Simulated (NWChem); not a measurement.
# CH₅FSi; SMILES C[SiH2]F

Program: NWChem. Coordinates come from a B3LYP/6-31G* (spherical d) optimisation. Total energies compare along this basis series because the functional is fixed.

```json
[
 {"level": "TPSS/cc-pVDZ", "basis functions": "71", "energy (Ha)": "-430.5462", "highest occupied level (eV)": "-7.80", "orbital gap (eV)": "8.04", "dipole (D)": "1.65", "relative time": "1"},
 {"level": "TPSS/aug-cc-pVDZ", "basis functions": "118", "energy (Ha)": "-430.5638", "highest occupied level (eV)": "-7.97", "orbital gap (eV)": "7.52", "dipole (D)": "1.69", "relative time": "2"},
 {"level": "TPSS/cc-pVTZ", "basis functions": "164", "energy (Ha)": "-430.6220", "highest occupied level (eV)": "-7.94", "orbital gap (eV)": "7.87", "dipole (D)": "1.60", "relative time": "5"},
 {"level": "TPSS/aug-cc-pVTZ", "basis functions": "257", "energy (Ha)": "-430.6257", "highest occupied level (eV)": "-7.99", "orbital gap (eV)": "7.51", "dipole (D)": "1.66", "relative time": "10"}
]
```

The last column is a rough cost ratio, cheapest run = 1.
